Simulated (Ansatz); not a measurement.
Reaction (substitution at a C–Ge bond): `C[O][GeH2][C]#N` + `O[SiH3]` → `N#CO[SiH3]` + `C[O][GeH3]`

Isolated molecules relaxed with PBE0-D4/def2-TZVP in Ansatz; ΔE leaves out vibrations. CCSD(T)/CBS is the MP2 limit (def2-TZVPP, def2-QZVPP) plus CCSD(T) − MP2 in def2-TZVPP, frozen cores. Functionals use def2-TZVPP. For Ge outer-core shells are correlated without core-valence functions, which leaves a few kJ/mol of doubt a bond. Scalar relativity is left out up to krypton. Each species was taken in one conformer, which may not be the lowest.

`C[O][GeH2][C]#N`:

```xyz
10

C     0.888    1.453   -0.468
O     0.752    0.240    0.241
Ge   -0.745   -0.673    0.044
C    -0.484   -2.211    1.162
N    -0.370   -3.148    1.821
H     0.122    2.186   -0.183
H     0.840    1.304   -1.554
H     1.866    1.871   -0.224
H    -1.949    0.120    0.568
H    -0.919   -1.142   -1.407
```

`O[SiH3]`:

Z-matrix (Å, degrees):
```
Si
O 1 1.648
H 1 1.489 2 111.7
H 1 1.489 2 111.7 3 120.9
H 1 1.481 2 105.9 3 -119.6
H 2 0.957 1 117.9 3 -60.5
```

`N#CO[SiH3]`:

Cartesian coordinates in Å:
```
N 1.027 1.272 -2.191
C 0.298 0.684 -1.515
O -0.528 0.033 -0.791
Si -0.242 -0.409 0.823
H -1.466 -1.139 1.198
H 0.963 -1.265 0.861
H -0.053 0.825 1.615
```

`C[O][GeH3]`:

```xyz
9

C     0.588    1.128    0.516
O     0.816    0.042   -0.346
Ge   -0.500   -1.137   -0.562
H     1.490    1.744    0.530
H     0.380    0.806    1.545
H    -0.248    1.757    0.179
H    -0.846   -1.757    0.807
H     0.056   -2.175   -1.539
H    -1.735   -0.409   -1.129
```

```
             level  ΔE (kJ/mol)
            revPBE         84.1
           r2SCANh         89.6
   CCSD/def2-TZVPP        107.9
SCS-MP2/def2-QZVPP        111.2
```

(1) What does CCSD(T)/CBS give? (Estimate.)

Largest T1 diagnostic among the species: 0.014.

Answers

(1) Ansatz gave: +108.7 kJ/mol. The listed levels differ from it by -24.6, -19.1, -0.8, 2.5 kJ/mol.

From BLYP to BHLYP (50 % exact exchange), in def2-TZVPP and without D4, ΔE moves by +8.1 kJ/mol. At CCSD(T), def2-SVP lies −25.9 kJ/mol from the extrapolated value and def2-TZVPP −1.1 kJ/mol.
